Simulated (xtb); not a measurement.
Si(F)2(Me)(Cl) (CH3ClF2Si), SMILES C[Si](F)(F)Cl. All values are semi-empirical tight-binding results from xtb (GFN2-xTB unless named), good for trends rather than for accurate numbers. Geometry: GFN2-xTB.

Computed properties:
The point group as xtb finds it is Cs and the orbital gap is 7.51 eV. The dipole moment comes out as 2.57 D, the zero-point energy is 27.4 kcal/mol and the G − E(el) at 298.15 K (modified RRHO) is 7.4 kcal/mol. The static polarisability (D4 model) comes out as 64.4 bohr³ and the solvation energy, GFN2-xTB/ALPB(water) is -0.9 kcal/mol. The solvation energy, GFN2-xTB/ALPB(methanol) is -2.5 kcal/mol.
